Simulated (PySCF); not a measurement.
## r²SCAN beside CCSD(T) along the second period: bonds to Tl

r²SCAN and CCSD(T) in PySCF with def2-SVPD on every atom (core potentials on Tl), for the lowest determinant that a PBE0 search found; no spin–orbit coupling.

| molecule | state (unpaired electrons) | r²SCAN Re (Å) | r²SCAN ωe (cm⁻¹) | r²SCAN De (eV) | CCSD(T) Re (Å) | CCSD(T) ωe (cm⁻¹) | CCSD(T) De (eV) |
| --- | --- | --- | --- | --- | --- | --- | --- |
| TlB | triplet (σ ↑, π ↑) | 2.491 | 347 | 1.83 | 2.502 | 344 | 1.35 |
| TlC | quartet (σ ↑, π ↑↑) | 2.302 | 423 | 2.90 | 2.326 | 419 | 2.46 |
| TlN | triplet (π ↑↑) | 2.334 | 401 | 1.64 | ? | ? | ? |
| TlO | doublet (π ↑) | 2.223 | 445 | 3.38 | 2.232 | 440 | 3.02 |
| TlF | singlet (closed shell) | 2.132 | 463 | 5.26 | 2.135 | 461 | 5.13 |

(1) Estimate the CCSD(T) values of TlN by adding the mean shift from r²SCAN to CCSD(T) of the other rows, and compare with the calculation.

(2) What are the mean differences of r²SCAN from CCSD(T) over the whole series?

In a basis of this size CCSD(T) is itself not converged; it tends to give bonds that are too long and too weak.

Correlated steps freeze 5 core orbitals. UHF and ROHF references stand side by side, which adds small steps between rows. Correlated levels converge slowly with the basis: in double zeta they bind strong bonds too weakly, by up to about 1 eV, and carry superposition errors of some tenths. These are scalar-relativistic numbers at best; spin–orbit coupling would shift them, the dissociation energy most. Where the molecule has an RHF reference, its open-shell atoms are computed with UHF. States were picked by a PBE0 search and need not be the measured ground states.

## Answers

(1) The mean shifts are +1.2 pm, -4 cm⁻¹ and -0.35 eV, which give 2.346 Å, 398 cm⁻¹ and 1.29 eV. CCSD(T)/def2-SVPD gives Re = 2.351 Å, ωe = 385 cm⁻¹, De = 1.23 eV.

(2) Re -1.3 pm, ωe +6 cm⁻¹, De +0.36 eV.
